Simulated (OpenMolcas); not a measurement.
## 3s2 3p2 along the 14-electron sequence

```json
{"Program": "OpenMolcas", "Method": "SS-RASPT2, IPEA 0.25 Eh, imaginary shift 0.1 Eh", "Basis": "ANO-RCC-VTZP", "Scalar Hamiltonian": "DKH2, point nucleus", "Spin-orbit coupling": "RASSI with atomic mean-field integrals over the reference wave functions, term energies averaged over their components"}
```

Active space for each ion: 4 electrons in 9 orbitals (RAS2 3s 3p; RAS3 3d, at most 2 electrons); closed shells correlated by CASPT2: 2s 2p.

Computed levels in cm-1 above 3P0:

| Level | P+ | S2+ | Cl3+ | Ar4+ |
| --- | --- | --- | --- | --- |
| 3P1 | 144 | 263 | 443 | 681 |
| 3P2 | 415 | 744 | 1225 | 1841 |
| 1D2 | 9240 | 11720 | 14190 | 16720 |
| 1S0 | 22120 | 27930 | 33360 | 38770 |
| weight of 3P in the lowest level (%) | 100 | 100 | 100 | 100 |

Measured, with the error of the calculation in %. Measured levels: P+ from NIST Handbook of Basic Atomic Spectroscopic Data; S2+ from NIST levels in Podobedova, Kelleher and Wiese, J. Phys. Chem. Ref. Data 38, 171 (2009); Cl3+ from Moore, Atomic Energy Levels, vol. I, NSRDS-NBS 35 (1971 reprint of NBS Circular 467, 1949); Ar4+ from Saloman, J. Phys. Chem. Ref. Data 39, 033101 (2010).

```csv
Level,P+,S2+,Cl3+,Ar4+
3P1,165 (-12.6),299 (-11.8),491 (-9.8),763 (-10.8)
3P2,469 (-11.6),833 (-10.7),1341 (-8.6),2029 (-9.3)
1D2,8882 (+4.0),11323 (+3.6),13766 (+3.1),16299 (+2.6)
1S0,21576 (+2.5),27161 (+2.8),32550 (+2.5),37912 (+2.3)
```

The fine-structure level 3P2 changes by a factor of 4.44 from P+ to Ar4+. Its fourth root runs 4.51, 5.22, 5.92, 6.55, with steps per unit of Z of 0.71, 0.69, 0.63; equal steps would mean a (Z - σ)^4 law with constant σ.

1D2 changes by a factor of 1.81 over the same range, with steps per unit of Z of +2480, +2470, +2530 cm-1.

Term energies are means over components that CASPT2 splits; among the terms shown or strongly mixed into the levels shown the widest spread is 21 cm-1 (3s2 3p2 1D, P+). The run also gave levels led by 3s 3p2 3d, 3s2 3p 3d, which use shells meant for correlation; these and all levels above them are left out (holds for P+; S2+). Active for correlation alone: 3d; no level in the range computed is led by a configuration that fills it, so any true level of that kind is missing (holds for Cl3+; Ar4+). Computed and measured levels are paired by configuration, term and J; levels that our copy of the source lacks, or whose pairing is in doubt (as where it misses far off the trend of its configuration), stay unpaired and out of the deviations. Levels of configurations outside the active space are missing.
